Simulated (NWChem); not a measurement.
Everything below was run with NWChem. System: C₂HF₃, charge 1, spin multiplicity 2, at the geometry of a parent with another charge or spin, in a state set for the comparison that need not be this species' ground state. Its SCF solution wasn't tested for a lower state. Level: UMP2/pcseg-2, 5 core orbitals frozen.

Output (cleaned and shortened):

```
             Northwest Computational Chemistry Package (NWChem) 7.3.0
             --------------------------------------------------------

                                NWChem Input Module
                                -------------------

 Scaling coordinates for geometry "geometry" by  1.889725989
 (inverse scale =  0.529177249)

 Turning off AUTOSYM since
 SYMMETRY directive was detected!

                             Geometry "geometry" -> ""
                             -------------------------

 Output coordinates in angstroms (scale by  1.889725989 to convert to a.u.)

  No.       Tag          Charge          X              Y              Z
 ---- ---------------- ---------- -------------- -------------- --------------
    1 F                    9.0000    -0.76794700     1.72452500     0.00000000
    2 C                    6.0000     0.30959400     0.93569300     0.00000000
    3 C                    6.0000     0.19312400    -0.39135400     0.00000000
    4 F                    9.0000    -0.94460900    -1.04878600     0.00000000
    5 F                    9.0000     1.23536300    -1.19819400     0.00000000
    6 H                    1.0000     1.27842300     1.43605500     0.00000000

 Effective nuclear repulsion energy (a.u.)     172.9629624941

            Nuclear Dipole moment (a.u.)
            ----------------------------
        X                 Y               Z
 ---------------- ---------------- ----------------
    -0.0000113384    -0.0000113384     0.0000000000

      Symmetry information
      --------------------

 Group name             Cs
 Group number              2
 Group order               2
 No. of unique centers     6

      Symmetry unique atoms

     1    2    3    4    5    6


 Summary of "ao basis" -> "" (spherical)
 ------------------------------------------------------------------------------
       Tag                 Description            Shells   Functions and Types
 ---------------- ------------------------------  ------  ---------------------
 *                          pcseg-2                   on all atoms

 Summary of "ao basis" -> "ao basis" (spherical)
 ------------------------------------------------------------------------------
       Tag                 Description            Shells   Functions and Types
 ---------------- ------------------------------  ------  ---------------------
 F                          pcseg-2                 10       30   4s3p2d1f
[...]
     2   0 2 0    -14.640782   -111.821117   -109.301448    206.481784
     2   0 1 1      0.000000     -0.000000      0.000000      0.000000
     2   0 0 2    -16.569742     -9.097316     -7.472427      0.000000

                   NWChem MP2 Semi-direct Energy/Gradient Module
                   ---------------------------------------------

  Basis functions       =    164
  Molecular orbitals    =    164
  Frozen core           =      5
  Frozen virtuals       =      0
  Active alpha occupied =     15
  Active beta occupied  =     14
  Active alpha virtual  =    144
  Active beta virtual   =    145
  Use MO symmetry       = T
  Use skeleton AO sym   = T

  AO/Fock/Back tols     =   1.0D-09  1.0D-09  1.0D-09

 GA uses MA = F    GA memory limited = T

 Available:
  local mem=  1.26D+08
 global mem=  1.44D+08
 local disk=  0.00D+00
  mp2_memr nvloc                   144
  nvloc new                   144
   1 passes of  15:        5242880                     162824                  95819113.
   1 passes of  15: M    126151217           G      144125408           F     120908337.

 Semi-direct pass number   1 of   1  for UHF alpha       at       18.3s
  vrange nnbf                 13041
  mp2_eaftype                   365  avail_ma_in_mb                  1099
 EAF : mp2_eaftype filesize         365   47909556.
  mp2_eaf for mointskh                    365
Node 0 wrote    225.3 Mb in      0.1 s     Agg I/O rate:  2954.4 Mb/s
 Done moints_semi at       30.8s
  mp2_eaftype                   365  avail_ma_in_mb                   734
 EAF : mp2_eaftype filesize         365   47909556.
  mp2_eaf for kh                   365
 Done maket at       31.5s
 Done multipass loop at       31.5s

 GA uses MA = F    GA memory limited = T

 Available:
  local mem=  1.26D+08
 global mem=  1.44D+08
 local disk=  0.00D+00
  mp2_memr nvloc                   145
  nvloc new                   145
   1 passes of  14:        5242880                     156327                  90054991.
   1 passes of  14: M    126151217           G      144125408           F     120908337.

 Semi-direct pass number   1 of   1  for UHF beta        at       31.5s
  vrange nnbf                 13041
  mp2_eaftype                   343  avail_ma_in_mb                  1099
 EAF : mp2_eaftype filesize         343   45027495.
  mp2_eaf for mointskh                    343
Node 0 wrote    211.8 Mb in      0.1 s     Agg I/O rate:  3107.0 Mb/s
 Done moints_semi at       43.2s
  mp2_eaftype                   343  avail_ma_in_mb                   756
 EAF : mp2_eaftype filesize         343   45027495.
  mp2_eaf for kh                   343
 Done maket at       44.2s
 Done multipass loop at       44.2s

          -------------------------------------------
          SCF energy                -374.371333612477
          Correlation energy          -0.990918591944
          Singlet pairs                0.000000000000
          Triplet pairs                0.000000000000
          Total MP2 energy          -375.362252204421
          -------------------------------------------

          ---------------------------------------------------
                    Spin Component Scaled (SCS) MP2
          Same spin pairs                     -0.261955133935
          Same spin scaling factor             0.333333333333
          Opposite spin pairs                 -0.728963458008
          Opposite spin scaling fact.          1.200000000000
          SCS-MP2 correlation energy          -0.962074527588
          Total SCS-MP2 energy              -375.333408140066
          ---------------------------------------------------

 -----------------------
 Performance information
 -----------------------

 Timer overhead =  1.36D-07 seconds/call

               Nr. of calls         CPU time (s)                 Wall time (s)                GFlops
             ---------------    -------------------     ------------------------------   -------------------
Name         Min   Avg   Max    Min     Avg     Max     Min     Avg     Max   Mx/calls   Min     Max     Sum
mp2: moin     2     2     2    24.     24.     24.      24.     24.     24.     12.      0.0     0.0     0.0
mp2: make     2     2     2    1.6     1.6     1.6      1.6     1.6     1.6    0.80      0.0     0.0     0.0
mp2: tota     1     1     1    26.     26.     26.      26.     26.     26.     26.      0.0     0.0     0.0

 The average no. of pstat calls per process was 5.00D+00
 with a timing overhead of 6.82D-07s

 Task  times  cpu:       44.1s     wall:       44.1s

 Total times  cpu:       44.2s     wall:       44.2s
```

**Question.** Write an NWChem input that would produce this output.

**Answer.** One answer among several that fit: 
```
start mol
memory heap 200 mb stack 900 mb global 1100 mb
charge 1
geometry units angstroms nocenter noautoz
  F     -0.767947     1.724525     0.000000
  C      0.309594     0.935693     0.000000
  C      0.193124    -0.391354     0.000000
  F     -0.944609    -1.048786     0.000000
  F      1.235363    -1.198194     0.000000
  H      1.278423     1.436055     0.000000
  symmetry group Cs
end
basis spherical
  * library pcseg-2
end
scf
  uhf
  nopen 1
  maxiter 100
  thresh 1e-7
  semidirect memsize 60000000 filesize 0
  # guess.movecs holds the orbitals of an unrestricted PBE0 run
  vectors input guess.movecs output mol.movecs
end
mp2
  freeze core 5
end
task mp2 energy
```
